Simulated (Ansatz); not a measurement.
Cartesian coordinates in Å:
```
O -0.377 2.119 0.601
C -0.202 1.080 0.168
S -0.232 0.406 -2.046
B 0.018 -0.273 -0.484
S 0.390 -1.871 0.241
H 0.403 -1.461 1.520
```

The species carries charge 0 and has multiplicity 1.

(1) List the CAM-B3LYP/def2-TZVPP orbital energies in eV (Ansatz). (An estimate is asked.)

Results:

(1) The calculation gave: Occupied: -2420.48, -2419.53, -525.83, -283.69, -218.54, -217.57, -187.56, -163.12, -163.02, -162.94, -162.09, -162.08, -161.99, -34.45, -23.54, -22.38, -18.96, -16.98, -15.72, -15.67, -14.55, -11.98, -11.25, -10.69, -8.76, -8.34. Lowest empty: -2.00, -0.18, 0.87, 2.08, 2.11, 2.78, 3.48, 3.78.
